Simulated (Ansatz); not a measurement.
Ansatz (a quantum-chemistry and plane-wave program) input file for C2H6OSi2, SMILES C#C[SiH2][SiH2]O, PBE-D3(BJ)/def2-SVP. 

Ansatz 0.2 input:
```yaml
crystal:
  periodic: [false, false, false]
  atoms:
    - {symbol: C, position_ang: [0.55127618, 2.61198064, 0.35245209]}
    - {symbol: C, position_ang: [0.83413354, 1.43597441, 0.47604167]}
    - {symbol: Si, position_ang: [1.11897244, -0.39045315, 0.58909602]}
    - {symbol: Si, position_ang: [-0.92187959, -1.20971156, -0.21117468]}
    - {symbol: O, position_ang: [-1.40438998, -0.12441955, -1.38825508]}
    - {symbol: H, position_ang: [0.32126108, 3.66035977, 0.25586677]}
    - {symbol: H, position_ang: [1.43211012, -0.75527927, 1.99979126]}
    - {symbol: H, position_ang: [2.27731789, -0.74288353, -0.28012670]}
    - {symbol: H, position_ang: [-0.81809086, -2.55156991, -0.84384722]}
    - {symbol: H, position_ang: [-1.89011429, -1.29318223, 0.92449452]}
    - {symbol: H, position_ang: [-1.15912252, 0.79248706, -1.21199944]}
basis:
  gaussian:
    orbitals: def2-SVP
hamiltonian:
  xc: pbe
  dispersion: d3bj
relax: {f_tol: 0.002, max_steps: 200}
```

Program output:

```
WARN ansatz: RAYON_NUM_THREADS=2 ignored (pool sized by the plan → 2); use --threads N
Functional definition: PBE
integrals: 0.05 GiB planned
1199 factors; their error is unknown
mean field: 0.29 GiB planned
mean field evaluation 1: about -19941.8095 eV, gradient 6.6e1 eV
mean field evaluation 2: about -19898.8437 eV, gradient 1.5e2 eV
mean field evaluation 4: about -19950.8000 eV, gradient 1.8e1 eV
mean field evaluation 8: about -19951.5513 eV, gradient 7.0e-2 eV
mean field evaluation 16: about -19951.4702 eV, gradient 3.8e-5 eV
mean field -19951.47015750 eV, -733.2030046960 hartree, gradient 3.8e-5 eV, S^2 0.000000; 0 other end points of the search recorded, 0 dependent functions left out
the calculation of the forces begins
reference -19951.47019660 eV, -733.2030061329 hartree; 27, 27 occupied and 81, 81 virtual orbitals, 1199 factors
relax step   1: F+E_penalty+E_count = -19951.73256448 eV  Δ(F+E_penalty+E_count) = +0.000e0 eV  max|allowed force component| = 1.507e0 eV/Å  Δτ_max = 0.0000 Å  (27 SCF iters, accepted)
these checks for a lower state are left out or cut short: starts, cluster_reference, orbital_swaps, neighbouring_geometries, increment
integrals: 0.05 GiB planned
1199 factors; their error is unknown
mean field: 0.29 GiB planned
mean field -19951.49772825 eV, -733.2040179022 hartree, gradient 1.2e-5 eV, S^2 0.000000; 0 other end points of the search recorded, 0 dependent functions left out
the calculation of the forces begins
reference -19951.49776759 eV, -733.2040193482 hartree; 27, 27 occupied and 81, 81 virtual orbitals, 1199 factors
relax step   2: F+E_penalty+E_count = -19951.75838087 eV  Δ(F+E_penalty+E_count) = -2.582e-2 eV  max|allowed force component| = 2.134e-1 eV/Å  Δτ_max = 0.0343 Å  (30 SCF iters, accepted)
these checks for a lower state are left out or cut short: starts, cluster_reference, orbital_swaps, neighbouring_geometries, increment
integrals: 0.05 GiB planned
1199 factors; their error is unknown
mean field: 0.29 GiB planned
mean field -19951.49864891 eV, -733.2040517361 hartree, gradient 1.1e-5 eV, S^2 0.000000; 0 other end points of the search recorded, 0 dependent functions left out
the calculation of the forces begins
reference -19951.49868823 eV, -733.2040531808 hartree; 27, 27 occupied and 81, 81 virtual orbitals, 1199 factors
relax step   3: F+E_penalty+E_count = -19951.75993151 eV  Δ(F+E_penalty+E_count) = -1.551e-3 eV  max|allowed force component| = 1.435e-1 eV/Å  Δτ_max = 0.0570 Å  (29 SCF iters, accepted)
these checks for a lower state are left out or cut short: starts, cluster_reference, orbital_swaps, neighbouring_geometries, increment
integrals: 0.05 GiB planned
1199 factors; their error is unknown
mean field: 0.29 GiB planned
mean field evaluation 32: about -19951.5719 eV, gradient 1.7e0 eV
mean field -19951.49945546 eV, -733.2040813763 hartree, gradient 1.0e-5 eV, S^2 0.000000; 0 other end points of the search recorded, 0 dependent functions left out
the calculation of the forces begins
reference -19951.49949475 eV, -733.2040828200 hartree; 27, 27 occupied and 81, 81 virtual orbitals, 1199 factors
relax step   4: F+E_penalty+E_count = -19951.76153128 eV  Δ(F+E_penalty+E_count) = -1.600e-3 eV  max|allowed force component| = 2.337e-1 eV/Å  Δτ_max = 0.0231 Å  (30 SCF iters, accepted)
these checks for a lower state are left out or cut short: starts, cluster_reference, orbital_swaps, neighbouring_geometries, increment
integrals: 0.05 GiB planned
1199 factors; their error is unknown
mean field: 0.29 GiB planned
mean field -19951.50073969 eV, -733.2041285707 hartree, gradient 1.1e-5 eV, S^2 0.000000; 0 other end points of the search recorded, 0 dependent functions left out
the calculation of the forces begins
reference -19951.50077901 eV, -733.2041300156 hartree; 27, 27 occupied and 81, 81 virtual orbitals, 1199 factors
relax step   5: F+E_penalty+E_count = -19951.76246251 eV  Δ(F+E_penalty+E_count) = -9.312e-4 eV  max|allowed force component| = 4.127e-2 eV/Å  Δτ_max = 0.0118 Å  (31 SCF iters, accepted)
these checks for a lower state are left out or cut short: starts, cluster_reference, orbital_swaps, neighbouring_geometries, increment
integrals: 0.05 GiB planned
1199 factors; their error is unknown
mean field: 0.29 GiB planned
mean field -19951.50079550 eV, -733.2041306216 hartree, gradient 1.1e-5 eV, S^2 0.000000; 0 other end points of the search recorded, 0 dependent functions left out
the calculation of the forces begins
reference -19951.50083482 eV, -733.2041320666 hartree; 27, 27 occupied and 81, 81 virtual orbitals, 1199 factors
[...]
the calculation of the forces begins
reference -19951.50036410 eV, -733.2041147682 hartree; 27, 27 occupied and 81, 81 virtual orbitals, 1199 factors
relax step   8: F+E_penalty+E_count = -19951.76280926 eV  Δ(F+E_penalty+E_count) = -6.937e-5 eV  max|allowed force component| = 1.494e-2 eV/Å  Δτ_max = 0.0157 Å  (29 SCF iters, accepted)
these checks for a lower state are left out or cut short: starts, cluster_reference, orbital_swaps, neighbouring_geometries, increment
integrals: 0.05 GiB planned
1199 factors; their error is unknown
mean field: 0.29 GiB planned
mean field -19951.50012766 eV, -733.2041060789 hartree, gradient 1.1e-5 eV, S^2 0.000000; 0 other end points of the search recorded, 0 dependent functions left out
the calculation of the forces begins
reference -19951.50016695 eV, -733.2041075229 hartree; 27, 27 occupied and 81, 81 virtual orbitals, 1199 factors
relax step   9: F+E_penalty+E_count = -19951.76282646 eV  Δ(F+E_penalty+E_count) = -1.720e-5 eV  max|allowed force component| = 1.136e-2 eV/Å  Δτ_max = 0.0136 Å  (30 SCF iters, accepted)
these checks for a lower state are left out or cut short: starts, cluster_reference, orbital_swaps, neighbouring_geometries, increment
integrals: 0.05 GiB planned
1199 factors; their error is unknown
mean field: 0.29 GiB planned
mean field -19951.50022602 eV, -733.2041096935 hartree, gradient 1.1e-5 eV, S^2 0.000000; 0 other end points of the search recorded, 0 dependent functions left out
the calculation of the forces begins
reference -19951.50026531 eV, -733.2041111374 hartree; 27, 27 occupied and 81, 81 virtual orbitals, 1199 factors
relax step  10: F+E_penalty+E_count = -19951.76286376 eV  Δ(F+E_penalty+E_count) = -3.730e-5 eV  max|allowed force component| = 5.052e-3 eV/Å  Δτ_max = 0.0049 Å  (23 SCF iters, accepted)
these checks for a lower state are left out or cut short: starts, cluster_reference, orbital_swaps, neighbouring_geometries, increment
integrals: 0.05 GiB planned
1199 factors; their error is unknown
mean field: 0.29 GiB planned
mean field -19951.50033472 eV, -733.2041136883 hartree, gradient 1.3e-5 eV, S^2 0.000000; 0 other end points of the search recorded, 0 dependent functions left out
the calculation of the forces begins
reference -19951.50037402 eV, -733.2041151326 hartree; 27, 27 occupied and 81, 81 virtual orbitals, 1199 factors
relax step  11: F+E_penalty+E_count = -19951.76286941 eV  Δ(F+E_penalty+E_count) = -5.651e-6 eV  max|allowed force component| = 1.212e-2 eV/Å  Δτ_max = 0.0038 Å  (23 SCF iters, accepted)
these checks for a lower state are left out or cut short: starts, cluster_reference, orbital_swaps, neighbouring_geometries, increment
integrals: 0.05 GiB planned
1199 factors; their error is unknown
mean field: 0.29 GiB planned
mean field -19951.50035143 eV, -733.2041143024 hartree, gradient 2.4e-5 eV, S^2 0.000000; 0 other end points of the search recorded, 0 dependent functions left out
the calculation of the forces begins
reference -19951.50039073 eV, -733.2041157468 hartree; 27, 27 occupied and 81, 81 virtual orbitals, 1199 factors
relax step  12: F+E_penalty+E_count = -19951.76289328 eV  Δ(F+E_penalty+E_count) = -2.387e-5 eV  max|allowed force component| = 4.439e-3 eV/Å  Δτ_max = 0.0046 Å  (22 SCF iters, accepted)
these checks for a lower state are left out or cut short: starts, cluster_reference, orbital_swaps, neighbouring_geometries, increment
integrals: 0.05 GiB planned
1199 factors; their error is unknown
mean field: 0.29 GiB planned
mean field evaluation 96: about -19951.5003 eV, gradient 7.6e-6 eV
mean field -19951.50034547 eV, -733.2041140833 hartree, gradient 7.6e-6 eV, S^2 0.000000; 0 other end points of the search recorded, 0 dependent functions left out
the calculation of the forces begins
reference -19951.50038477 eV, -733.2041155277 hartree; 27, 27 occupied and 81, 81 virtual orbitals, 1199 factors
relax step  13: F+E_penalty+E_count = -19951.76289741 eV  Δ(F+E_penalty+E_count) = -4.131e-6 eV  max|allowed force component| = 1.959e-3 eV/Å  Δτ_max = 0.0027 Å  (23 SCF iters, accepted)
these checks for a lower state are left out or cut short: starts, cluster_reference, orbital_swaps, neighbouring_geometries, increment
integrals: 0.05 GiB planned
1199 factors; their error is unknown
mean field: 0.29 GiB planned
mean field -19951.50032821 eV, -733.2041134489 hartree, gradient 1.4e-5 eV, S^2 0.000000; 0 other end points of the search recorded, 0 dependent functions left out
the calculation of the forces begins
reference -19951.50036751 eV, -733.2041148934 hartree; 27, 27 occupied and 81, 81 virtual orbitals, 1199 factors
relax step  14: F+E_penalty+E_count = -19951.76290109 eV  Δ(F+E_penalty+E_count) = -3.676e-6 eV  max|allowed force component| = 4.300e-3 eV/Å  Δτ_max = 0.0051 Å  (23 SCF iters, accepted)
these checks for a lower state are left out or cut short: starts, cluster_reference, orbital_swaps, neighbouring_geometries, increment
integrals: 0.05 GiB planned
1199 factors; their error is unknown
mean field: 0.29 GiB planned
mean field -19951.50032851 eV, -733.2041134601 hartree, gradient 6.7e-6 eV, S^2 0.000000; 0 other end points of the search recorded, 0 dependent functions left out
the calculation of the forces begins
reference -19951.50036782 eV, -733.2041149046 hartree; 27, 27 occupied and 81, 81 virtual orbitals, 1199 factors
relax step  15: F+E_penalty+E_count = -19951.76290209 eV  Δ(F+E_penalty+E_count) = -9.993e-7 eV  max|allowed force component| = 2.190e-3 eV/Å  Δτ_max = 0.0022 Å  (23 SCF iters, accepted)
these checks for a lower state are left out or cut short: starts, cluster_reference, orbital_swaps, neighbouring_geometries, increment
integrals: 0.05 GiB planned
1199 factors; their error is unknown
mean field: 0.29 GiB planned
mean field -19951.50032662 eV, -733.2041133908 hartree, gradient 6.0e-5 eV, S^2 0.000000; 0 other end points of the search recorded, 0 dependent functions left out
the calculation of the forces begins
reference -19951.50036593 eV, -733.2041148353 hartree; 27, 27 occupied and 81, 81 virtual orbitals, 1199 factors
relax step  16: F+E_penalty+E_count = -19951.76290234 eV  Δ(F+E_penalty+E_count) = -2.494e-7 eV  max|allowed force component| = 6.445e-4 eV/Å  Δτ_max = 0.0012 Å  (19 SCF iters, accepted)
integrals: 0.05 GiB planned
1199 factors; their error is unknown
mean field: 0.29 GiB planned
mean field evaluation 128: about -19951.5003 eV, gradient 4.8e-4 eV
mean field -19951.50032662 eV, -733.2041133908 hartree, gradient 6.0e-5 eV, S^2 0.000000; 1 other end points of the search recorded, 0 dependent functions left out
the calculation of the forces begins
reference -19951.50036593 eV, -733.2041148353 hartree; 27, 27 occupied and 81, 81 virtual orbitals, 1199 factors
Total energy: -19951.76294164 eV, -733.2137643148 hartree
Atom 0 at     0.529649     2.598879     0.308085 Å, force    -0.000577    -0.000394    -0.000416 eV/Å
Atom 1 at     0.847565     1.420406     0.468540 Å, force     0.000559     0.000184     0.000406 eV/Å
Atom 2 at     1.134339    -0.399399     0.607148 Å, force    -0.000644    -0.000482    -0.000256 eV/Å
Atom 3 at    -0.931703    -1.204472    -0.218244 Å, force    -0.000251     0.000481    -0.000342 eV/Å
Atom 4 at    -1.426890    -0.068551    -1.361356 Å, force     0.000123    -0.000142     0.000488 eV/Å
Atom 5 at     0.283104     3.646301     0.187153 Å, force     0.000249     0.000064     0.000170 eV/Å
Atom 6 at     1.440868    -0.753427     2.036913 Å, force     0.000381     0.000168    -0.000032 eV/Å
Atom 7 at     2.311551    -0.767097    -0.254682 Å, force     0.000248     0.000193     0.000248 eV/Å
Atom 8 at    -0.827461    -2.531010    -0.912519 Å, force     0.000082     0.000114     0.000063 eV/Å
Atom 9 at    -1.895000    -1.341706     0.936004 Å, force    -0.000028    -0.000017    -0.000066 eV/Å
Atom 10 at    -1.124550     0.833378    -1.134703 Å, force    -0.000140    -0.000171    -0.000263 eV/Å
Dipole moment:     0.089211     0.199338     0.131698 e Å
```

The run converged.
